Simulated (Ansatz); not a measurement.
`OB([SiH3])Cl` + H₂ → `OB[SiH3]` + HCl at 298.15 K and 1 bar (hydrogenolysis of a B–Cl bond).

Program: Ansatz. Geometries: PBE0-D4/def2-TZVP. ΔE: electronic, gas phase. CBS: MP2 limit from def2 TZ/QZ plus the TZ coupled-cluster correction, frozen cores. This one scheme is used for every species. One conformer a species, not always the lowest.

```json
{"species": "`OB([SiH3])Cl`", "CCSD(T)/CBS energy (Eh)": "-851.31256", "H − E (kJ/mol)": "136.3", "S (J/(mol·K))": "329.3"}
{"species": "H₂", "CCSD(T)/CBS energy (Eh)": "-1.17544", "H − E (kJ/mol)": "35.1", "S (J/(mol·K))": "130.4"}
{"species": "`OB[SiH3]`", "CCSD(T)/CBS energy (Eh)": "-392.07510", "H − E (kJ/mol)": "152.2", "S (J/(mol·K))": "296.1"}
{"species": "HCl", "CCSD(T)/CBS energy (Eh)": "-460.38127", "H − E (kJ/mol)": "26.6", "S (J/(mol·K))": "186.8"}
```

H − E and S are ideal-gas, rigid-rotor, harmonic terms from PBE0-D4/def2-TZVP, for one conformer and one mirror image of each species. The MP2-based limit puts H₂ 0.8 mEh under its directly extrapolated value; such offsets cancel only in part. 1 Eh = 2625.50 kJ/mol, R = 8.31446 J/(mol·K).

Question: By hand: ΔE, ΔH, ΔS and ΔG.

Answer: ΔE = (-392.07510) + (-460.38127) − (-851.31256) − (-1.17544) = 0.03163 Eh = 83.0 kJ/mol. Δ(H − E) = 152.2 + 26.6 − 136.3 − 35.1 = 7.4, so ΔH = 90.4 kJ/mol. ΔS = 296.1 + 186.8 − 329.3 − 130.4 = 23.2 J/(mol·K). ΔG = 90.4 − 298.15 × (23.2)/1000 = 83.5 kJ/mol.

Question: By hand: the equilibrium constant, and the temperature at which ΔG would vanish if ΔH and ΔS stayed fixed.

Answer: log₁₀ K = −ΔG/(RT ln 10) = -14.6. ΔG = 0 at ΔH/ΔS = 3897 K, far beyond where these terms or the molecules hold.

ΔH outweighs TΔS. A doubt of 5 kJ/mol in ΔE shifts log₁₀ K by 0.9 here. Other conformers and mirror images would add mixing entropy, several J/(mol·K) or more a flexible species. Modes under 60 cm⁻¹, often nearly free rotors, make the harmonic entropy too high. These are equilibria of isolated gas molecules and say nothing of rates. Largest T1 diagnostic: 0.014 (customary marks: 0.02 for closed shells, 0.045 for open ones).
